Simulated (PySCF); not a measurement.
**Strontium: a sound run and one with changed settings**

Sound run: Sr [Kr] 5s2, Sr+ [Kr] 5s1. Calculation: PySCF 2.14, in def2-TZVP with the def2 core potential (28 electrons) (6s4p3d, 33 functions); scalar relativity through the core potential. The sound run starts from symmetry-adapted Hartree-Fock orbitals and uses a fine grid where one is needed.

Changed run: initial guess 1e, at most 3 SCF cycles. This setting is unsound on purpose.

```csv
species,method,sound run (hartree),changed run (hartree),converged
Sr,UHF,-30.34712,-30.34617,no
Sr,PBE,-30.68408,-30.66627,no
Sr,LDA,-30.57959,-30.56452,no
Sr+,UHF,-30.17277,-30.17157,no
Sr+,PBE,-30.47442,-30.47208,no
Sr+,LDA,-30.36392,-30.36196,no
```

The SCF was stopped early; the energies are upper bounds that still move, and correlated levels were skipped or rest on poor orbitals.
